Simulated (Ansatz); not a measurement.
`CB(C)[SiH2]F`. Charge 0, multiplicity 1.

Cartesian coordinates in Å:
```
C 1.087 0.948 0.837
B 0.045 -0.009 0.185
C -0.727 -1.064 1.039
Si -0.359 0.090 -1.793
F 0.625 1.101 -2.573
H 0.534 1.884 1.021
H 1.463 0.615 1.809
H 1.920 1.232 0.189
H -0.848 -0.774 2.087
H -1.687 -1.401 0.640
H -0.072 -1.950 1.046
H -0.227 -1.241 -2.453
H -1.753 0.568 -2.033
```

(1) What are the harmonic wavenumbers in cm⁻¹ at PBE0-D4/def2-TZVP (Ansatz, finite differences of forces, unscaled)? (An estimate is asked.)

(2) Is this a minimum?

(3) Give the ideal-gas thermochemistry at 298.15 K and 1 bar (rigid rotor, harmonic oscillator; point group C1, symmetry number 1).

Results:

(1) Computed: 55, 100, 105, 141, 251, 258, 323, 476, 496, 630, 740, 833, 838, 850, 851, 894, 936, 1116, 1150, 1308, 1318, 1422, 1424, 1461, 1465, 2193, 2196, 2998, 3002, 3079, 3081, 3124, 3130.

(2) Yes, all 33 modes are real.

(3) Zero-point energy 252.7 kJ/mol; H(298) − E = 276.9 kJ/mol; entropy 371.0 J/(mol·K), of which translation 165.0, rotation 113.1, vibration 92.8; G(298) − E = 166.3 kJ/mol. Modes under 100 cm⁻¹ are hindered rotations or soft bends, so the harmonic entropy is rough.
